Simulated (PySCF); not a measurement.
# Relaxation of doublet SnI₃

Method: UPBE/[Sn def2-SVP with ECP28, I def2-SVP with ECP28], scalar-relativistic core potentials, density fitting, no spin–orbit coupling, PySCF. A (50,194) grid was used.

A hand-made trigonal pyramidal start, of C3v symmetry, held to at least that symmetry:

```xyz
4
charge 0 multiplicity 2, angstrom
Sn    0.0000    0.0000   -0.9747
I     2.4104    0.0000    0.3070
I    -1.2052    2.0875    0.3070
I    -1.2052   -2.0875    0.3070
```

Optimiser trace:
```csv
step,E − E(last) (kJ/mol),largest gradient (Eh/bohr)
0,17.47,0.01028
1,10.04,0.00689
2,1.23,0.00400
3,0.28,0.00283
4,0.09,0.00155
5,0.00,0.00012
6,0.00,0.00000
```

It ends at C3v with Sn–I 2.769 Å (×3); I–Sn–I 109.2° (×3) (after a last refinement on a finer grid). A frequency run shows a minimum. Other isomers or separated fragments may lie lower.

Final geometry:
```xyz
4
charge 0 multiplicity 2, angstrom
Sn    0.0000    0.0000   -0.7096
I     2.6064    0.0000    0.2240
I    -1.3032    2.2572    0.2240
I    -1.3032   -2.2572    0.2240
```

Spin–orbit coupling, left out here, can matter for elements this heavy.

The relaxation took roughly 2.2 core-minutes on a shared host.
